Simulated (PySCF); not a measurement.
**Low-lying terms of I⁵⁺ (iodine, charge +5)**

Ground state [Kr] 4d10 5s2, ¹S. All numbers are calculated (PySCF 2.14, scalar relativity by spin-free X2C-1e, in x2c-TZVPall with one added diffuse shell each of s, p, d, f type (9s7p5d3f, 76 functions)). Vertical excitation energies in eV without spin-orbit coupling; excited terms of each kind are numbered among those the solver found. Frozen: [Kr].

```tsv
term	leading excitation	EOM-EE-CCSD
1 3P°	5s → p	11.707
1 1P°	5s → p	15.962
1 3D	5s → d	32.250
1 1D	5s → d	34.478
1 3S	5s → s	36.576
1 1S	5s → s	37.418
1 3F°	5s → f	39.234
1 1F°	5s → f	39.842
2 3P°	5s → p	41.883
2 1P°	5s → p	42.145
2 3D	5s → d	51.889
2 1D	5s → d	51.956
```

Doubly excited terms such as np² are absent. The solver can miss terms.
